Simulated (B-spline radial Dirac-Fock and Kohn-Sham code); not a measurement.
**Dipole and non-dipole photoemission parameters of Al²⁺ 2p3/2**

System: Al²⁺, configuration [Ne] 3s1; threshold 101.9 eV (orbital energy of the model). Method: Dirac-Hartree-Slater photoionisation with a Latter tail; cross sections with all multipoles, angular parameters from the dipole term and its interference with E2. Computed with a radial B-spline solver.

For linearly polarised light dσ/dΩ = σ/(4π) [1 + β P₂(cos θ) + (δ + γ cos²θ) sin θ cos φ], with θ from the polarisation vector and φ the angle between the beam and the projection of the electron momentum on the plane normal to the polarisation.

```
hν (eV)   σ (kb)      β      γ      δ
    167     2160  1.378  0.033  0.011
    200     1460  1.452  0.065  0.012
    238      969  1.485  0.101  0.014
    265      747  1.493  0.125  0.015
    274      688  1.493  0.132  0.015
    548      107  1.376  0.303  0.024
    774     38.6  1.253  0.396  0.034
    800     34.9  1.240  0.405  0.035
    875     26.5  1.202  0.430  0.039
    982     18.5  1.152  0.461  0.043
   1000     17.5  1.144  0.466  0.044
   1210     9.54  1.057  0.517  0.054
   1330     7.03  1.011  0.541  0.060
   1510     4.63  0.950  0.572  0.068
   1700     3.12  0.892  0.600  0.077
   1900     2.15  0.839  0.626  0.086
   2050     1.66  0.802  0.642  0.093
   2520    0.814  0.705  0.686  0.113
   3420    0.278  0.572  0.747  0.149
   4000    0.158  0.510  0.779  0.170
   4760   0.0838  0.446  0.815  0.195
 9251.7        ?      ?      ?      ?
  10900  0.00364  0.199  1.015  0.353
  11100  0.00339  0.194  1.020  0.358
  15000  0.00104  0.119  1.090  0.434
```

Problem. Give the values at Ga Kα (9251.7 eV).

Solution. σ = 0.00687 kb, β = 0.242, γ = 0.974, δ = 0.317.
